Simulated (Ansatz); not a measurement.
Consider the redistribution: `C[O][GeH]([SH])[Cl]` + `[OH][GaH][SeH]` → `C[O][GeH]([Cl])[SeH]` + `[OH][GaH][SH]`.

Computed with Ansatz on PBE0-D4/def2-TZVP structures; ΔE is electronic, products minus reactants. CCSD(T)/CBS is the MP2 limit (def2-TZVPP, def2-QZVPP) plus CCSD(T) − MP2 in def2-TZVPP, frozen cores. For Ga, Ge, Se outer-core shells are correlated without core-valence functions, which leaves a few kJ/mol of doubt a bond. Scalar relativity is left out up to krypton. One conformer a species, not always the lowest.

| species | CCSD(T)/CBS(def2) energy (Eh) |
| --- | --- |
| `C[O][GeH]([SH])[Cl]` | -3049.97932 |
| `[OH][GaH][SeH]` | -4401.68747 |
| `C[O][GeH]([Cl])[SeH]` | -5052.90891 |
| `[OH][GaH][SH]` | -2398.75721 |

(1) Work out ΔE.

Largest T1 diagnostic among the species: 0.014.

Results:

(1) ΔE = (-5052.90891) + (-2398.75721) − (-3049.97932) − (-4401.68747) = 0.00067 Eh = +0.02 eV.
